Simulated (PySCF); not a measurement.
# `C#CC(=C)C1=C(C=C)C1`, C$_{9}$H$_{8}$

Molfile (atoms numbered from 1):
```
C9H8
     RDKit          3D

 17 17  0  0  0  0  0  0  0  0999 V2000
   -2.7003    1.9222    0.1848 C   0  0  0  0  0  0  0  0  0  0  0  0
   -2.2294    0.8186    0.1758 C   0  0  0  0  0  0  0  0  0  0  0  0
   -1.6572   -0.4837    0.1663 C   0  0  0  0  0  0  0  0  0  0  0  0
   -2.4212   -1.5895    0.1477 C   0  0  0  0  0  0  0  0  0  0  0  0
   -0.2360   -0.5423    0.1793 C   0  0  0  0  0  0  0  0  0  0  0  0
    0.9542    0.0306    0.1973 C   0  0  0  0  0  0  0  0  0  0  0  0
    1.7843    1.1741    0.2156 C   0  0  0  0  0  0  0  0  0  0  0  0
    3.1178    1.1074    0.2268 C   0  0  0  0  0  0  0  0  0  0  0  0
    0.9412   -1.4713    0.1810 C   0  0  0  0  0  0  0  0  0  0  0  0
   -3.1218    2.8830    0.1914 H   0  0  0  0  0  0  0  0  0  0  0  0
   -1.9731   -2.5682    0.1428 H   0  0  0  0  0  0  0  0  0  0  0  0
   -3.4954   -1.5313    0.1365 H   0  0  0  0  0  0  0  0  0  0  0  0
    1.2740    2.1301    0.2195 H   0  0  0  0  0  0  0  0  0  0  0  0
    3.7306    1.9918    0.2415 H   0  0  0  0  0  0  0  0  0  0  0  0
    3.6298    0.1594    0.2215 H   0  0  0  0  0  0  0  0  0  0  0  0
    1.1873   -2.0199    1.0847 H   0  0  0  0  0  0  0  0  0  0  0  0
    1.2084   -1.9987   -0.7293 H   0  0  0  0  0  0  0  0  0  0  0  0
  1  2  3  0
  2  3  1  0
  3  4  2  0
  3  5  1  0
  5  6  2  0
  6  7  1  0
  7  8  2  0
  6  9  1  0
  9  5  1  0
  1 10  1  0
  4 11  1  0
  4 12  1  0
  7 13  1  0
  8 14  1  0
  8 15  1  0
  9 16  1  0
  9 17  1  0
M  END
```

Level of theory: PySCF 2.14.0, quadratic response CAM-B3LYP/def2-SVPD first hyperpolarisability, Taylor convention, gas phase. Geometry: GFN2-xTB.

Give the tensor of the second harmonic β(−2ω;ω,ω) at 694.3 nm in the axes of these coordinates.

In au, Taylor convention; rows are the first index (the induced dipole):
```tsv
	xx	yy	zz	xy	xz	yz
x	+2003.5	-342.9	-26.9	-127.5	+17.9	-4.6
y	+506.2	-16.4	+25.0	-159.5	+3.2	-2.1
z	+24.3	-3.8	+0.2	-2.7	-29.2	+29.2
```
Norm of βᵢ = ⅓ Σⱼ (βᵢⱼⱼ + βⱼᵢⱼ + βⱼⱼᵢ): 1757.1 au, hyper-Rayleigh value 805.1 au.
